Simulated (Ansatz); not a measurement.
`c1sc(-c2scc3c2OCCO3)c2c1OCCO2`, relaxed as a singlet with RKS PBE-D4/def2-SVP in Ansatz, starting from the GFN2-xTB geometry. Force threshold 0.03 eV/Å.

Start:

Cartesian coordinates in Å:
```
C -0.225 -2.696 -2.688
S -1.287 -1.357 -2.879
C -0.549 -0.498 -1.557
C -1.008 0.795 -1.144
S -1.665 1.934 -2.285
C -1.905 3.118 -1.063
C -1.509 2.665 0.158
C -0.998 1.336 0.119
O -0.586 0.678 1.241
C -0.340 1.568 2.311
C -1.490 2.566 2.461
O -1.599 3.388 1.314
C 0.477 -1.239 -1.022
C 0.653 -2.496 -1.668
O 1.617 -3.389 -1.290
C 2.614 -2.790 -0.485
C 1.991 -1.889 0.583
O 1.288 -0.817 -0.010
H -0.303 -3.549 -3.328
H -2.316 4.076 -1.303
H 0.597 2.115 2.135
H -0.241 0.952 3.206
H -1.320 3.239 3.303
H -2.428 2.014 2.613
H 3.290 -2.194 -1.113
H 3.168 -3.610 -0.028
H 2.764 -1.438 1.207
H 1.310 -2.481 1.210
```

| step | energy (eV) | largest force component (eV/Å) | SCF passes |
| --- | --- | --- | --- |
| 1 | -42409.6452 | 0.805 | 25 |
| 2 | -42409.7949 | 0.258 | 21 |
| 3 | -42409.8090 | 0.126 | 21 |
| 4 | -42409.8142 | 0.049 | 22 |
| 5 | -42409.8151 | 0.024 | 23 |
| 6 | -42409.8161 | 0.021 | 22 |
| 7 | -42409.8167 | 0.033 | 22 |
| 8 | -42409.8172 | 0.024 | 21 |

Force components are those of the run's own axes.

End:

```xyz
28

C    -0.309   -2.768   -2.635
S    -1.381   -1.413   -2.771
C    -0.538   -0.509   -1.524
C    -0.972    0.810   -1.127
S    -1.515    1.989   -2.309
C    -1.821    3.191   -1.098
C    -1.501    2.720    0.161
C    -1.026    1.363    0.149
O    -0.707    0.689    1.291
C    -0.480    1.576    2.387
C    -1.587    2.618    2.483
O    -1.627    3.442    1.315
C     0.523   -1.263   -1.031
C     0.646   -2.550   -1.659
O     1.623   -3.442   -1.318
C     2.679   -2.835   -0.568
C     2.129   -1.904    0.505
O     1.398   -0.826   -0.080
H    -0.419   -3.651   -3.273
H    -2.222    4.176   -1.358
H     0.507    2.081    2.267
H    -0.450    0.952    3.301
H    -1.415    3.296    3.342
H    -2.569    2.108    2.622
H     3.351   -2.264   -1.250
H     3.258   -3.662   -0.112
H     2.953   -1.450    1.089
H     1.470   -2.474    1.201
```

By distances, no bond broke or formed. The bond that changes most is C6–H20, from 1.07 to 1.09 Å (atoms count from 1).

The force fell under the threshold at step 5, but the optimiser went on and released 0.002 eV more. No frequencies were taken in this run, so the end may be a saddle point.

Hardware: 2 threads of AMD EPYC 7R13 on a shared host and a share (18 GiB) of an NVIDIA H100 80GB HBM3. Wall time 24 s.
